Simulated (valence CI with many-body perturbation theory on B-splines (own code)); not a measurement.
Values are calculated unless marked as measured or tabulated.
Sn¹⁰⁺: magnetic and hyperfine properties of the levels

Method: configuration interaction combined with many-body perturbation theory (CI+MBPT): four valence electrons over a frozen Dirac-Fock core [Kr], a basis of 9 s, 9 p, 10 d, 8 f, 5 g, 3 h, 1 i functions for each j, with the one-electron correlation potential Σ1, the two-electron term Σ2, the three-electron term Σ3, Breit, model QED; selected CI, second order for the rest, scaled by the run's own slope (own B-spline code, finite nucleus).

No measured levels were compared; by estimate terms of the open shell hold to 2 to 4 % of their energy, and close levels can change places. Core correlation moves these levels by up to 5800 cm⁻¹, and in measured spectra 5 to 20 % of such shifts remained as error; rates that hang on mixing are uncertain with them. The list stops below the first excitations out of the core. Only levels of the ground parity were solved; by the run's estimate the other parity begins above the list, which can be wrong where configurations are misplaced.

A/g_I is the dipole constant over the nuclear g factor μ/I (μ in nuclear magnetons, uniformly magnetised nucleus), B/Q the quadrupole constant per barn. Both hold the static response of the core; the bare values leave it out. Large factors of s and p1/2 electrons are usually good to 5 to 10 %; those of open d and f shells near neutrality can be off by tens of per cent, and small factors of p3/2, d and f electrons come from cancelling terms and can be off by a factor of two or in sign, in half-filled shells by more. B is blank for J = 1/2, where it vanishes, and for nearly pure S terms. Energies count from the lowest level. Levels with J = 0 are left out.

Names give the largest LS component (configuration and term), which can be under half, so a name can repeat, a term be missing and a line seem to break the LS rules; names also repeat where a configuration has a term twice. Letters in brackets count levels of one name in rising energy.

| Level | E (cm⁻¹) | g | A/g_I (MHz) | A/g_I bare | B/Q (MHz/b) | B/Q bare |
| --- | --- | --- | --- | --- | --- | --- |
| 4d⁴ ⁵D_1 | 3025 | 1.499 | -283 | 153 | 901 | 838 |
| 4d⁴ ⁵D_2 | 6557 | 1.490 | 104 | 541 | 632 | 585 |
| 4d⁴ ⁵D_3 | 10003 | 1.483 | 448 | 885 | -578 | -548 |
| 4d⁴ ⁵D_4 | 13214 | 1.468 | 752 | 1180 | -2610 | -2450 |
| 4d⁴ ³H_4 | 28375 | 0.909 | 2060 | 1930 | 1240 | 1150 |
| 4d⁴ ³H_5 | 33698 | 1.064 | 1690 | 1720 | 1740 | 1620 |
| 4d⁴ ³G_3 | 34141 | 0.881 | 2150 | 2000 | 248 | 230 |
| 4d⁴ ³P_1 [a] | 35388 | 1.425 | 790 | 1170 | -172 | -168 |
| 4d⁴ ³F_2 [a] | 36167 | 0.738 | 2320 | 2020 | 459 | 431 |
| 4d⁴ ³H_6 | 36577 | 1.139 | 1620 | 1730 | 1600 | 1490 |
| 4d⁴ ³G_4 [a] | 39551 | 1.074 | 1600 | 1630 | -527 | -489 |
| 4d⁴ ³G_4 [b] | 43011 | 1.103 | 1610 | 1680 | -271 | -251 |
| 4d⁴ ³P_2 [a] | 43196 | 1.341 | 893 | 1190 | 227 | 203 |
| 4d⁴ ³F_3 [a] | 44513 | 0.997 | 1710 | 1670 | -165 | -147 |
| 4d⁴ ³G_5 | 47753 | 1.168 | 1350 | 1480 | -1130 | -1050 |
| 4d⁴ ³D_3 | 48070 | 1.278 | 1120 | 1360 | 595 | 555 |
| 4d⁴ ³D_2 | 51604 | 1.206 | 1590 | 1760 | 651 | 604 |
| 4d⁴ ¹I_6 | 51725 | 1.026 | 1770 | 1760 | 2610 | 2440 |
| 4d⁴ ³D_1 | 52735 | 0.583 | 2850 | 2410 | 495 | 460 |
| 4d⁴ ¹G_4 [a] | 58884 | 1.050 | 1500 | 1510 | -397 | -364 |
| 4d⁴ ¹D_2 [a] | 63857 | 1.075 | 1660 | 1700 | 624 | 577 |
| 4d⁴ ¹F_3 | 67152 | 1.034 | 1690 | 1690 | 2590 | 2430 |
| 4d⁴ ³P_2 [b] | 75248 | 1.377 | 847 | 1180 | 733 | 694 |
| 4d⁴ ³F_4 | 77942 | 1.215 | 1090 | 1260 | 1740 | 1620 |
| 4d⁴ ³F_2 [b] | 79623 | 0.768 | 2620 | 2360 | 2050 | 1910 |
| 4d⁴ ³F_3 [b] | 81038 | 1.073 | 1750 | 1790 | 2380 | 2220 |
| 4d⁴ ³P_1 [b] | 82501 | 1.492 | -100 | 336 | -720 | -666 |
| 4d⁴ ¹G_4 [b] | 88421 | 1.026 | 1870 | 1860 | 1450 | 1350 |
| 4d⁴ ¹D_2 [b] | 111410 | 0.999 | 1790 | 1750 | -3050 | -2840 |

Task: Take the isotope of mass number 119, with I = 1/2, μ = -1.0459 μN. What is the hyperfine structure of 4d⁴ ³G_3?

Result: From the table A = -4490 MHz. Shifts from the centre of gravity in MHz: F = 5/2: 8980, F = 7/2: -6740.
